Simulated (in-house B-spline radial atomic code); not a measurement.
RPA and G0W0 for Pb2+, [Xe] 4f14 5d10 6s2, as one setting changes: the share of exact exchange in the PBE hybrid start. A dash marks a level of low quasi-particle weight. Computed with a B-spline radial code for spherical atoms: all electrons, scalar-relativistic (spin-free one-electron X2C), finite nucleus, each spin shell either full or empty, empty states to l = 9 with an (l + 1/2)⁻⁴ tail; G0W0 by contour deformation at full frequency.

Without the two-electron picture change, the correlation of inner shells comes somewhat too large for so heavy an element.

```json
{"share of exact exchange in the PBE hybrid start": "0", "mean-field level (eV)": "-27.384", "G0W0 level (eV)": "6s -32.43", "RPA correlation (Eh)": "-7.2722"}
{"share of exact exchange in the PBE hybrid start": "0.1", "mean-field level (eV)": "-27.762", "G0W0 level (eV)": "6s -32.38", "RPA correlation (Eh)": "-7.2208"}
{"share of exact exchange in the PBE hybrid start": "0.2", "mean-field level (eV)": "?", "G0W0 level (eV)": "?", "RPA correlation (Eh)": "?"}
{"share of exact exchange in the PBE hybrid start": "0.3", "mean-field level (eV)": "?", "G0W0 level (eV)": "?", "RPA correlation (Eh)": "?"}
{"share of exact exchange in the PBE hybrid start": "0.4", "mean-field level (eV)": "-28.883", "G0W0 level (eV)": "6s -32.23", "RPA correlation (Eh)": "-7.0747"}
{"share of exact exchange in the PBE hybrid start": "0.5", "mean-field level (eV)": "-29.254", "G0W0 level (eV)": "6s -32.18", "RPA correlation (Eh)": "-7.0284"}
{"share of exact exchange in the PBE hybrid start": "0.6", "mean-field level (eV)": "-29.623", "G0W0 level (eV)": "6s -32.13", "RPA correlation (Eh)": "-6.9831"}
{"share of exact exchange in the PBE hybrid start": "0.7", "mean-field level (eV)": "-29.991", "G0W0 level (eV)": "6s -32.08", "RPA correlation (Eh)": "-6.9388"}
{"share of exact exchange in the PBE hybrid start": "0.8", "mean-field level (eV)": "-30.36", "G0W0 level (eV)": "6s -32.02", "RPA correlation (Eh)": "-6.8956"}
{"share of exact exchange in the PBE hybrid start": "0.9", "mean-field level (eV)": "-30.72", "G0W0 level (eV)": "6s -31.97", "RPA correlation (Eh)": "-6.8532"}
{"share of exact exchange in the PBE hybrid start": "1", "mean-field level (eV)": "-31.08", "G0W0 level (eV)": "6s -31.92", "RPA correlation (Eh)": "-6.8117"}
```

Question: What belongs in the row for 0.3?

Answer: mean-field level (eV): -28.511; G0W0 level (eV): 6s -32.28; RPA correlation (Eh): -7.1222.

Question: What belongs in the row for 0.2?

Answer: mean-field level (eV): -28.137; G0W0 level (eV): 6s -32.33; RPA correlation (Eh): -7.1709.
